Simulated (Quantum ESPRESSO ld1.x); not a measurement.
Q: Os8+, 68 electrons, occupied as [Xe] 4f14 (the NIST ground configuration). All-electron calculation, Dirac Kohn-Sham, LDA (Slater exchange, Perdew-Zunger correlation), spin-unpolarised, spherical densities, point nucleus. Program: ld1.x of Quantum ESPRESSO 7.5. Some entries of the table are withheld. Estimate them.

orbital,occ.,eigenvalue (eV),<r> (bohr),<1/r> (bohr^-1)
1s1/2,2,-73829.3,0.01774,90.45
2s1/2,2,-12949.4,(1),22.09
2p1/2,2,-12405.7,0.06132,22.05
2p3/2,4,-10875.9,0.06951,18.31
3s1/2,2,-3103.84,0.1935,8.108
3p1/2,2,-2860.43,0.1835,8.025
3p3/2,4,-2526.82,0.1987,7.052
3d3/2,4,-2118.33,(2),6.951
3d5/2,6,-2045.99,(3),6.724
4s1/2,2,-747.525,0.4318,3.421
4p1/2,2,-645.427,0.4356,3.312
4p3/2,4,-566.772,0.4694,2.971
4d3/2,4,(4),0.4821,2.763
4d5/2,6,(5),0.4934,2.683
5s1/2,2,-205.791,0.9768,1.394
5p1/2,2,-172.697,1.045,1.287
4f5/2,6,-171.453,0.5446,(6)
4f7/2,8,-168.600,0.5519,(7)
5p3/2,4,-158.580,1.120,1.179

A: 
(1) 2s1/2 <r> (bohr): 0.07429
(2) 3d3/2 <r> (bohr): 0.1735
(3) 3d5/2 <r> (bohr): 0.1781
(4) 4d3/2 eigenvalue (eV): -399.026
(5) 4d5/2 eigenvalue (eV): -384.440
(6) 4f5/2 <1/r> (bohr^-1): 2.276
(7) 4f7/2 <1/r> (bohr^-1): 2.244
